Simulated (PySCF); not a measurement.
PySCF input (BP86/6-31G* (5d)):

```python
from pyscf import gto, dft

mol = gto.M(
    atom='''
    N    -0.60833500    1.53921900    0.08614500
    Si   -0.10075700   -0.01909400    0.42335000
    N    -1.01703800   -1.20724800   -0.34003400
    N     1.59550500   -0.26179200   -0.46398600
    H    -1.11254300    1.81004900   -0.74442300
    H    -0.58111700    2.27572400    0.77473100
    H     0.35877100   -0.16384000    1.80914600
    H    -1.99909200   -1.04862700   -0.51515400
    H    -0.81641500   -2.19532500   -0.29239700
    H     1.47384300   -0.20466600   -1.47699600
    H     2.26055200    0.46481700   -0.19269400
    H     2.03566400   -1.16207100   -0.26399300
    ''',
    basis='6-31g*',
    charge=1,
    spin=0,
    verbose=4,
)

mf = dft.RKS(mol, xc='bp86')
mf.grids.level = 3
mf.conv_tol = 1e-9
mf.max_cycle = 100
mf.max_memory = 1500
mf.kernel()
if not mf.converged:
    mf = mf.newton()
    mf.kernel(mf.make_rdm1())
mf.dip_moment()
```

Output:

```
PySCF version 2.14.0

[INPUT] verbose = 4
[INPUT] num. atoms = 12
[INPUT] num. electrons = 42
[INPUT] charge = 1
[INPUT] spin (= nelec alpha-beta = 2S) = 0
[INPUT] symmetry False subgroup None
[INPUT] Mole.unit = angstrom
[INPUT] Symbol           X                Y                Z      unit          X                Y                Z       unit  Magmom
[INPUT]  1 N     -0.608335000000   1.539219000000   0.086145000000 AA   -1.149586541987   2.908702355727   0.162790457001 Bohr   0.0
[INPUT]  2 Si    -0.100757000000  -0.019094000000   0.423350000000 AA   -0.190403135133  -0.036082430622   0.800015554835 Bohr   0.0
[INPUT]  3 N     -1.017038000000  -1.207248000000  -0.340034000000 AA   -1.921923278275  -2.281368084429  -0.642571133040 Bohr   0.0
[INPUT]  4 N      1.595505000000  -0.261792000000  -0.463986000000 AA    3.015067480374  -0.494715181602  -0.876806465632 Bohr   0.0
[INPUT]  5 H     -1.112543000000   1.810049000000  -0.744423000000 AA   -2.102401571802   3.420496882043  -1.406755590827 Bohr   0.0
[INPUT]  6 H     -0.581117000000   2.275724000000   0.774731000000 AA   -1.098151976329   4.300495095100   1.464029410210 Bohr   0.0
[INPUT]  7 H      0.358771000000  -0.163840000000   1.809146000000 AA    0.677978931436  -0.309612728249   3.418790459352 Bohr   0.0
[INPUT]  8 H     -1.999092000000  -1.048627000000  -0.515154000000 AA   -3.777736377809  -1.981617836824  -0.973499971974 Bohr   0.0
[INPUT]  9 H     -0.816415000000  -2.195325000000  -0.292397000000 AA   -1.542800753987  -4.148563004411  -0.552550249644 Bohr   0.0
[INPUT] 10 H      1.473843000000  -0.204666000000  -1.476996000000 AA    2.785159620607  -0.386762687010  -2.791117927078 Bohr   0.0
[INPUT] 11 H      2.260552000000   0.464817000000  -0.192694000000 AA    4.271824170338   0.878376828042  -0.364138885847 Bohr   0.0
[INPUT] 12 H      2.035664000000  -1.162071000000  -0.263993000000 AA    3.846847441637  -2.195995927299  -0.498874468802 Bohr   0.0

nuclear repulsion = 192.986423634942
number of shells = 42
number of NR pGTOs = 164
number of NR cGTOs = 76
basis = 6-31g*
ecp = {}

******** <class 'pyscf.dft.rks.RKS'> ********
method = RKS
initial guess = minao
damping factor = 0
level_shift factor = 0
DIIS = <class 'pyscf.scf.diis.CDIIS'>
diis_start_cycle = 1
diis_space = 8
diis_damp = 0
SCF conv_tol = 1e-09
SCF conv_tol_grad = None
SCF max_cycles = 100
direct_scf = True
direct_scf_tol = 1e-13
XC library pyscf.dft.libxc version 7.1.2
    S. Lehtola, C. Steigemann, M. J. T. Oliveira, and M. A. L. Marques,  SoftwareX 7, 1–5 (2018)
XC functionals = bp86
    A. D. Becke,  Phys. Rev. A 38, 3098 (1988)
    J. P. Perdew,  Phys. Rev. B 33, 8822 (1986)
    J. P. Perdew,  Phys. Rev. B 34, 7406–7406 (1986)
radial grids:
    Treutler-Ahlrichs [JCP 102, 346 (1995); DOI:10.1063/1.469408] (M4) radial grids

becke partition: Becke, JCP 88, 2547 (1988); DOI:10.1063/1.454033
pruning grids: <function nwchem_prune>
grids dens level: 3
symmetrized grids: False
atomic radii adjust function: <function treutler_atomic_radii_adjust>
small_rho_cutoff = 0
Set gradient conv threshold to 3.16228e-05
Initial guess from minao.
tot grids = 139352
init E= -458.843989616537
  HOMO = -0.318423029262394  LUMO = -0.0201216119033862  gap/eV = 8.11720
cycle= 1 E= -458.305225508044  delta_E= 0.539  |g|= 0.686  |ddm|= 2.92
  HOMO = -0.280571186563084  LUMO = -0.156088424395331  gap/eV = 3.38735
cycle= 2 E= -458.07250147797  delta_E= 0.233  |g|=  1.2  |ddm|= 1.57
  HOMO = -0.400184577794382  LUMO = -0.168141872505593  gap/eV = 6.31420
cycle= 3 E= -458.404803136513  delta_E= -0.332  |g|= 0.0952  |ddm|= 1.14
  HOMO = -0.395963956250241  LUMO = -0.170358789098046  gap/eV = 6.13903
cycle= 4 E= -458.406758186501  delta_E= -0.00196  |g|= 0.0461  |ddm|= 0.117
  HOMO = -0.394365406729115  LUMO = -0.167031874815841  gap/eV = 6.18606
cycle= 5 E= -458.407188898691  delta_E= -0.000431  |g|= 0.00932  |ddm|= 0.041
  HOMO = -0.394199844043857  LUMO = -0.167130965707777  gap/eV = 6.17886
cycle= 6 E= -458.407213610043  delta_E= -2.47e-05  |g|= 0.00254  |ddm|= 0.0132
  HOMO = -0.394128810794812  LUMO = -0.167224104399809  gap/eV = 6.17439
cycle= 7 E= -458.407214964137  delta_E= -1.35e-06  |g|= 0.000976  |ddm|= 0.00291
  HOMO = -0.394201655519276  LUMO = -0.16724296285914  gap/eV = 6.17586
cycle= 8 E= -458.407215130133  delta_E= -1.66e-07  |g|= 0.000163  |ddm|= 0.000875
  HOMO = -0.394196831416687  LUMO = -0.167240668447806  gap/eV = 6.17579
cycle= 9 E= -458.407215176248  delta_E= -4.61e-08  |g|= 3.81e-05  |ddm|= 0.000222
  HOMO = -0.394202187878287  LUMO = -0.167241461716743  gap/eV = 6.17592
cycle= 10 E= -458.40721513772  delta_E= 3.85e-08  |g|= 5.42e-06  |ddm|= 4.41e-05
  HOMO = -0.394202443988909  LUMO = -0.167241245876709  gap/eV = 6.17593
cycle= 11 E= -458.407215137726  delta_E= -5.23e-12  |g|= 8.19e-07  |ddm|= 7.46e-06
  HOMO = -0.394202472828375  LUMO = -0.167241364216231  gap/eV = 6.17593
Extra cycle  E= -458.407215137726  delta_E= -1.14e-13  |g|= 6.26e-07  |ddm|= 1.71e-06
converged SCF energy = -458.407215137726

WARN: System has nonzero charge 1; the dipole moment is origin-dependent.
Location of origin: [0. 0. 0.]

Dipole moment(X, Y, Z, Debye):  2.97104, -0.48576, -1.43194
```

The dipole moment of an ion depends on the origin.

The geometry given is a B3LYP-D3(BJ)/def2-TZVP minimum.
